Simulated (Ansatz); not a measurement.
`F/C=N\B[SiH3]` + HI → `[SiH3]I` + `BN=CF` at 400 K and 1 bar (cleavage of the Si–B bond).

Computed with Ansatz on PBE0-D4/def2-TZVP structures; ΔE is electronic, products minus reactants. CBS: MP2 limit from def2 TZ/QZ plus the TZ coupled-cluster correction, frozen cores. def2 core potentials past Kr. For I outer-core shells are correlated without core-valence functions, which leaves a few kJ/mol of doubt a bond. One conformer a species, not always the lowest.

```csv
species,CCSD(T)/CBS energy (Eh),H − E (kJ/mol),S (J/(mol·K))
`F/C=N\B[SiH3]`,-509.41110,192.8,381.9
HI,-298.03592,25.7,215.0
`[SiH3]I`,-588.34840,84.4,288.4
`BN=CF`,-219.13545,139.2,306.7
```

H − E and S are ideal-gas, rigid-rotor, harmonic terms from PBE0-D4/def2-TZVP, for one conformer and one mirror image of each species. 1 Eh = 2625.50 kJ/mol, R = 8.31446 J/(mol·K).

Task: By hand: ΔE, ΔH, ΔS and ΔG.

Result: ΔE = (-588.34840) + (-219.13545) − (-509.41110) − (-298.03592) = -0.03683 Eh = -96.7 kJ/mol. Δ(H − E) = 84.4 + 139.2 − 192.8 − 25.7 = 5.1, so ΔH = -91.6 kJ/mol. ΔS = 288.4 + 306.7 − 381.9 − 215.0 = -1.8 J/(mol·K). ΔG = -91.6 − 400 × (-1.8)/1000 = -90.9 kJ/mol.

Task: By hand: the equilibrium constant, and the temperature at which ΔG would vanish if ΔH and ΔS stayed fixed.

Result: log₁₀ K = −ΔG/(RT ln 10) = 11.9. ΔG = 0 at ΔH/ΔS = 50889 K, far beyond where these terms or the molecules hold.

The number of gas molecules stays the same, so ΔS is small and ΔH decides. A doubt of 5 kJ/mol in ΔE shifts log₁₀ K by 0.7 here. Other conformers and mirror images would add mixing entropy, several J/(mol·K) or more a flexible species. These are equilibria of isolated gas molecules and say nothing of rates. Largest T1 diagnostic: 0.015 (customary marks: 0.02 for closed shells, 0.045 for open ones).
